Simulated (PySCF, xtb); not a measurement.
C₄H₁₀OSi, SMILES C(C(=O)[SiH2]C)C.

GFN2-xTB (xtb 6.7.1) at its own geometry gives an orbital gap of 2.75 eV and a dipole moment of 2.34 D.

Geometry: PBE0-D3(BJ)/def2-SVP. A frequency run showed that this geometry is not a minimum. The structure was generated by enumeration, and PubChem lists no compound with its InChIKey, so it may never have been made. One conformer was computed; it need not be the lowest.

Task: What does PBE/def2-TZVP run with PySCF give? (An estimate is asked for; the answer gives what the named calculation found.)

Result: gap 3.17 eV (levels -5.28 and -2.11 eV), dipole 1.54 D.
